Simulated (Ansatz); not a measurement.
`BNC(C)F` + H₂ → `BNCC` + H–F at 400 K and 1 bar (hydrogenolysis of a C–F bond).

Gas-phase electronic energies from Ansatz, PBE0-D4/def2-TZVP geometries. CCSD(T)/CBS adds triple-zeta CCSD(T) − MP2 to the extrapolated MP2 energy (def2 sets, frozen cores). This one scheme is used for every species. Each species was taken in one conformer, which may not be the lowest.

```json
{"species": "`BNC(C)F`", "CCSD(T)/CBS energy (Eh)": "-259.64176", "H − E (kJ/mol)": "285.9", "S (J/(mol·K))": "348.0"}
{"species": "H₂", "CCSD(T)/CBS energy (Eh)": "-1.17544", "H − E (kJ/mol)": "38.0", "S (J/(mol·K))": "139.0"}
{"species": "`BNCC`", "CCSD(T)/CBS energy (Eh)": "-160.44809", "H − E (kJ/mol)": "303.2", "S (J/(mol·K))": "328.3"}
{"species": "H–F", "CCSD(T)/CBS energy (Eh)": "-100.39570", "H − E (kJ/mol)": "36.5", "S (J/(mol·K))": "182.2"}
```

H − E and S are ideal-gas, rigid-rotor, harmonic terms from PBE0-D4/def2-TZVP, for one conformer and one mirror image of each species. The MP2-based limit puts H₂ 0.8 mEh under its directly extrapolated value; such offsets cancel only in part. 1 Eh = 2625.50 kJ/mol, R = 8.31446 J/(mol·K).

**Question.** By hand: ΔE, ΔH, ΔS and ΔG.

**Answer.** ΔE = (-160.44809) + (-100.39570) − (-259.64176) − (-1.17544) = -0.02659 Eh = -69.8 kJ/mol. Δ(H − E) = 303.2 + 36.5 − 285.9 − 38.0 = 15.8, so ΔH = -54.0 kJ/mol. ΔS = 328.3 + 182.2 − 348.0 − 139.0 = 23.5 J/(mol·K). ΔG = -54.0 − 400 × (23.5)/1000 = -63.4 kJ/mol.

**Question.** By hand: the equilibrium constant, and the temperature at which ΔG would vanish if ΔH and ΔS stayed fixed.

**Answer.** log₁₀ K = −ΔG/(RT ln 10) = 8.3. ΔH and −TΔS have one sign here, so there is no such temperature.

ΔH outweighs TΔS. A doubt of 5 kJ/mol in ΔE shifts log₁₀ K by 0.7 here. Other conformers and mirror images would add mixing entropy, several J/(mol·K) or more a flexible species. These are equilibria of isolated gas molecules and say nothing of rates. Largest T1 diagnostic: 0.012 (customary marks: 0.02 for closed shells, 0.045 for open ones).
